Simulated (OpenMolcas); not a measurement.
Rh5+ among 5 point charges of -2 e arranged as a trigonal bipyramid (D3h), 1.94 Å from the ion, with the axial distance 1.765 Å.
```
   1.9400    0.0000    0.0000  -2.00
  -0.9700    1.6801    0.0000  -2.00
  -0.9700   -1.6801    0.0000  -2.00
   0.0000    0.0000    1.7654  -2.00
   0.0000    0.0000   -1.7654  -2.00
```

```yaml
Program: OpenMolcas 26.06
Method: "SS-CASPT2, IPEA 0.25 Eh, imaginary shift 0.1 Eh (closed shells correlated: 4s 4p)"
Basis: ANO-RCC-VDZP [6s5p3d1f]
Scalar_Hamiltonian: DKH2, point nucleus
Active_space: 4 electrons in 5 orbitals (4d)
State_averaging: 2S+1 = 5 even, 5 roots; 2S+1 = 3 even, 45 roots; 2S+1 = 1 even, 50 roots
Spin-orbit_coupling: state interaction with AMFI integrals over the reference wave functions
```

(1) What is the spin-free ground state (labels of D3, the rotations of D3h)?

(2) Where is the first state of the same spin?

(3) What are the lowest two levels with spin-orbit coupling?

(4) What is χT at 300 K, and how does it compare with the textbook value?

## Answers

(1) 5A1, 1-fold in its orbital part, 100 % from free-ion D terms; it has the highest spin that d4 allows.

(2) 5E at 9460 cm-1 above the ground state.

(3) A 1-fold level A1, then a 2-fold level E 140 cm-1 above it. Their leading multiplicities are 5 (98 %) and 5 (98 %).

(4) The lowest level has 2S+1 = 5, for which the spin-only value is χT = S(S+1) / 2 = 3.000 cm3 K/mol (g = 2). The computed 2.175 at 300 K differs by -0.825, through orbital momentum, spin-orbit coupling and any other state in reach.

Roots that are degenerate in the reference are averaged as groups; the widest CASPT2 spread within a group is 190 cm-1 (the 2-fold group of multiplicity 5 near 13100 cm-1 above the lowest state of its run). Shifts and gaps below about the spread of the groups concerned are not significant. Point charges give a weaker field than real ligands, and real ions of this kind are as a rule low spin; the high spin found here belongs to the model. Free-ion shares, where given, are those of the reference states; single-state CASPT2 does not remix them. Point charges carry no covalency, so the field is a model and not that of real ligands. No measured value stands beside these numbers.
